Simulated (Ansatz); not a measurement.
Single points on In(OCMe2)H3 (C₃H₉InO).

```yaml
crystal:
  periodic: [false, false, false]
  atoms:
    - {symbol: C, position_ang: [-0.030041, -0.019066, 0.668494]}
    - {symbol: C, position_ang: [-0.086951, -0.116739, 2.161696]}
    - {symbol: C, position_ang: [0.591336, 1.197599, 0.050382]}
    - {symbol: In, position_ang: [-0.501348, -1.076696, -2.381327]}
    - {symbol: O, position_ang: [-0.484361, -0.927021, -0.024876]}
    - {symbol: H, position_ang: [0.934515, -0.052307, 2.573378]}
    - {symbol: H, position_ang: [-0.638283, 0.747274, 2.569153]}
    - {symbol: H, position_ang: [-0.563634, -1.054498, 2.472395]}
    - {symbol: H, position_ang: [-0.136289, 1.657869, -0.639235]}
    - {symbol: H, position_ang: [1.439573, 0.878675, -0.579364]}
    - {symbol: H, position_ang: [0.930675, 1.934236, 0.790253]}
    - {symbol: H, position_ang: [1.235637, -0.996579, -2.535469]}
    - {symbol: H, position_ang: [-1.367489, 0.419501, -2.627231]}
    - {symbol: H, position_ang: [-1.323339, -2.592238, -2.498260]}
basis:
  gaussian: {orbitals: def2-SVP, initial_orbitals: start.molden}
correlation: {method: ccsd_t}
scf: {omitted_lower_state_checks: [starts]}
output: {orbitals: {seedname: orbitals}}
```

The file start.molden holds the orbitals of an earlier run on this structure, at another level or in another basis.

```sh
$ ansatz run in.yaml --threads 4 --pin off --events-out ev --progress --plain --max-ram 4787MiB
```

Output, abridged:

```
Functional definition: HF
1372 factors; integrals over basis functions are off by at most 1.1e-3 eV
mean field evaluation 1: about -10413.8165 eV, gradient 3.7e1 eV
mean field evaluation 2: about -10414.9378 eV, gradient 1.3e0 eV
mean field evaluation 4: about -10414.9658 eV, gradient 1.1e-1 eV
mean field evaluation 8: about -10414.9658 eV, gradient 1.0e-6 eV
mean field -10414.96578996 eV, -382.7429332637 hartree, gradient 1.0e-6 eV, S^2 0.000000; 0 other end points of the search recorded, 0 dependent functions left out
8 core orbitals not correlated: weight in the atoms' cores, before any rotation towards them, 1.000 or more for the frozen orbitals, at most 0.000 for the correlated occupied ones
reference -10414.96578996 eV, -382.7429332637 hartree; 20, 20 occupied and 99, 99 virtual orbitals, 1372 factors
second order -19.24017255 eV of doubles, -0.00000000 eV of singles
cycle   1  -20.13626710 eV  change   -9.0e-1 eV  update   1.2e-1
cycle   2  -20.76440794 eV  change   -6.3e-1 eV  update   3.8e-2
cycle   3  -20.94066754 eV  change   -1.8e-1 eV  update   2.2e-2
cycle   4  -20.93541019 eV  change    5.3e-3 eV  update   5.7e-3
cycle   5  -20.93465278 eV  change    7.6e-4 eV  update   2.3e-3
cycle   6  -20.93483080 eV  change   -1.8e-4 eV  update   7.7e-4
cycle   7  -20.93452102 eV  change    3.1e-4 eV  update   3.0e-4
cycle   8  -20.93454524 eV  change   -2.4e-5 eV  update   9.6e-5
cycle   9  -20.93459870 eV  change   -5.3e-5 eV  update   2.9e-5
cycle  10  -20.93459659 eV  change    2.1e-6 eV  update   1.1e-5
perturbative correction -0.64252792 eV, -0.0236124654 hartree
Total energy: -10436.54291447 eV, -383.5358779638 hartree
Checks for a lower state left out: starts
```

It took 17 s on 4 threads of Arm Neoverse V2 on a shared host, peak host memory 0.94 GiB.

As the first input, with `gaussian: {orbitals: def2-TZVP, initial_orbitals: start.molden}`, `hamiltonian: {xc: {name: revPBE}, dispersion: d4}` and without the key `correlation` (abridged; 2 s):

```
Functional definition: revPBE
mean field -10479.90534610 eV, -385.1294179343 hartree, gradient 1.0e-5 eV, S^2 0.000000
Total energy: -10480.76431938 eV, -385.1609846201 hartree
Checks for a lower state left out: starts
```

The first input with `gaussian: {orbitals: def2-TZVP, initial_orbitals: start.molden}`, `hamiltonian: {xc: pbe0, dispersion: d4}` and without the key `correlation` (abridged; 4.5 s):

```
Functional definition: PBE0
mean field -10473.89991987 eV, -384.9087225909 hartree, gradient 1.2e-5 eV, S^2 0.000000
Total energy: -10474.13928934 eV, -384.9175192567 hartree
Checks for a lower state left out: starts
```

First input, but with `hamiltonian: {xc: pbe0, dispersion: d4}` and without the key `correlation` (abridged; 1.5 s):

```
Functional definition: PBE0
mean field -10467.83600043 eV, -384.6858776617 hartree, gradient 6.6e-6 eV, S^2 0.000000
Total energy: -10468.07536220 eV, -384.6946740446 hartree
Checks for a lower state left out: starts
```

As the first input, with `gaussian: {orbitals: def2-TZVP, initial_orbitals: start.molden}`, `correlation: {method: mp2}` (abridged; 3 s):

```
Functional definition: HF
mean field -10421.10316067 eV, -382.9684774772 hartree, gradient 2.1e-6 eV, S^2 0.000000
8 core orbitals not correlated: weight in the atoms' cores, before any rotation towards them, 1.000 or more for the frozen orbitals, at most 0.000 for the correlated occupied ones
second order -27.84954169 eV of doubles, -0.00000000 eV of singles
Total energy: -10448.95270236 eV, -383.9919292573 hartree
Checks for a lower state left out: starts
```

As the first input, with `gaussian: {orbitals: def2-TZVP, initial_orbitals: start.molden}`, `hamiltonian: {xc: pbe, dispersion: d4}`, `output: {forces: true, orbitals: {seedname: orbitals}}` and without the key `correlation` (abridged; 2.5 s):

```
Functional definition: PBE
mean field -10473.36713495 eV, -384.8891431063 hartree, gradient 2.0e-5 eV, S^2 0.000000
Total energy: -10473.64846212 eV, -384.8994816889 hartree
Atom 0 force     0.146544     0.302667     0.154448 eV/Å
Atom 1 force    -0.011484    -0.031737     0.101774 eV/Å
Atom 2 force     0.052729     0.093859    -0.050174 eV/Å
Atom 3 force     0.003869     0.004167    -0.109001 eV/Å
Atom 4 force    -0.180045    -0.354709    -0.102141 eV/Å
Atom 5 force    -0.040355    -0.004339    -0.007186 eV/Å
Atom 6 force     0.017205    -0.034148    -0.010404 eV/Å
Atom 7 force     0.028186     0.058050     0.004897 eV/Å
Atom 8 force     0.029921    -0.012862     0.028353 eV/Å
Atom 9 force    -0.029410     0.016108     0.026595 eV/Å
Atom 10 force    -0.022439    -0.048861    -0.038882 eV/Å
Atom 11 force     0.064919     0.014584    -0.002034 eV/Å
Atom 12 force    -0.025728     0.059300    -0.002477 eV/Å
Atom 13 force    -0.033911    -0.062078     0.006232 eV/Å
Dipole moment:     0.266652     0.556736     0.949692 e Å
Checks for a lower state left out: starts
```

First input, but with `gaussian: {orbitals: def2-TZVP, initial_orbitals: start.molden}`, `hamiltonian: {xc: {name: wB97X-V}}` and without the key `correlation` (abridged; 8.5 s):

```
Functional definition: wB97X-V
mean field -10478.16236363 eV, -385.0653645097 hartree, gradient 7.6e-6 eV, S^2 0.000000
Total energy: -10478.16236038 eV, -385.0653643905 hartree
Checks for a lower state left out: starts
```

Geometry: r2SCAN-D4/def2-SVP.

In the def2 sets In takes a core potential; there is no spin–orbit coupling. Correlated methods freeze 8 core orbitals; core or outer-core shells of In are correlated, in sets that lack core-valence functions. Another isomer (singlet) lies 0.62 eV lower at PBE0-D4/def2-TZVP; other spin states weren't run for this one.
